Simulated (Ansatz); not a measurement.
Reaction (ligand exchange at the Si–C bond): `N[SiH2]C=O` + `N=C(F)S` → `N=C(F)S[SiH2]N` + `C=O`

Program: Ansatz. Geometries: PBE0-D4/def2-TZVP. ΔE: electronic, gas phase. CCSD(T)/CBS is the MP2 limit (def2-TZVPP, def2-QZVPP) plus CCSD(T) − MP2 in def2-TZVPP, frozen cores. This one scheme is used for every species. Functionals use def2-TZVPP. B3LYP here is the variant with VWN-RPA as its local correlation; programs differ in this. HSE06 is defined as in plane-wave codes. Each species was taken in one conformer, which may not be the lowest.

| level | ΔE (kcal/mol) | difference from CCSD(T)/CBS |
| --- | --- | --- |
| LDA (SPW92) | -17.0 | 2.6 |
| PBE-D4 | -18.5 | 1.1 |
| revPBE-D4 | -18.7 | 0.9 |
| BLYP-D4 | -18.2 | 1.4 |
| r2SCAN-D4 | -18.9 | 0.7 |
| B97M-V | -19.0 | 0.6 |
| PBE0-D4 | -19.4 | 0.2 |
| r2SCAN0-D4 | -19.6 | 0.0 |
| HSE06-D4 | -19.3 | 0.3 |
| BHLYP-D4 | -19.8 | -0.2 |
| ωB97X-V | -19.2 | 0.4 |
| ωB97M-V | -19.3 | 0.3 |
| PBE-QIDH | -20.1 | -0.5 |
| PBE | -17.8 | 1.8 |
| revPBE | -17.7 | 1.9 |
| BLYP | -16.9 | 2.7 |
| r2SCAN | -18.7 | 0.9 |
| PBE0 | -18.7 | 0.9 |
| B3LYP | -17.7 | 1.9 |
| r2SCANh | -19.0 | 0.6 |
| r2SCAN0 | -19.3 | 0.3 |
| HSE06 | -18.7 | 0.9 |
| BHLYP | -18.6 | 1.0 |
| CAM-B3LYP | -17.8 | 1.8 |
| LC-ωPBE | -18.8 | 0.8 |
| RPA@PBE/def2-TZVPP | -19.3 | 0.3 |
| HF/def2-SVP | -20.5 | -0.9 |
| CCSD/def2-SVP | -20.1 | -0.5 |
| CCSD(T)/def2-SVP | -20.1 | -0.5 |
| HF/def2-TZVPP | -19.2 | 0.4 |
| MP2/def2-TZVPP | -21.1 | -1.5 |
| SCS-MP2/def2-TZVPP | -20.4 | -0.8 |
| CCSD/def2-TZVPP | -19.3 | 0.3 |
| CCSD(T)/def2-TZVPP | -19.6 | 0.0 |
| HF/def2-QZVPP | -19.0 | 0.6 |
| MP2/def2-QZVPP | -21.1 | -1.5 |
| SCS-MP2/def2-QZVPP | -20.4 | -0.8 |
| HF/CBS(def2) | -19.0 | 0.6 |
| MP2/CBS(def2) | -21.2 | -1.6 |
| CCSD/CBS(def2) | -19.4 | 0.2 |
| CCSD(T)/CBS | -19.6 | 0 |

Largest T1 diagnostic among the species: 0.015.

The D4 term adds −1.2 kcal/mol with B3LYP and −0.7 kcal/mol with PBE0; it sums over pairs of atoms, weighted by their polarisabilities, and B3LYP, whose exchange is more repulsive, gets the larger term. From PBE to PBE0 (25 % exact exchange), in def2-TZVPP and without D4, ΔE moves by −0.9 kcal/mol.
